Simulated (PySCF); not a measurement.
Ga(H)(F)(Me) (CH₄FGa), SMILES [CH3][GaH][F]. Atoms are numbered in the order given.

```xyz
7

Ga    -0.1746    -0.2933     0.0725
H     -0.8757    -1.6346     0.4537
F      1.4388    -0.1443     0.8047
C     -0.7039     1.2392    -1.0335
H     -1.6131     1.6947    -0.6370
H     -0.9145     0.9145    -2.0540
H      0.0914     1.9823    -1.0500
```

The structure is a stationary point at B3LYP-D3(BJ)/def2-TZVP.

Level of theory: HF/def2-TZVPD (PySCF).

Mulliken values depend strongly on the basis, most of all with diffuse functions as here. ESP charges are fitted to the potential on shells at 1.4 to 2.0 van der Waals radii. Atomic charges (e):

```json
[
 {"atom": "Ga1", "Mulliken": "0.93", "ESP fit": "1.12"},
 {"atom": "H2", "Mulliken": "-0.23", "ESP fit": "-0.29"},
 {"atom": "F3", "Mulliken": "-0.52", "ESP fit": "-0.55"},
 {"atom": "C4", "Mulliken": "-0.74", "ESP fit": "-0.87"},
 {"atom": "H5", "Mulliken": "0.18", "ESP fit": "0.18"},
 {"atom": "H6", "Mulliken": "0.18", "ESP fit": "0.18"},
 {"atom": "H7", "Mulliken": "0.19", "ESP fit": "0.22"}
]
```
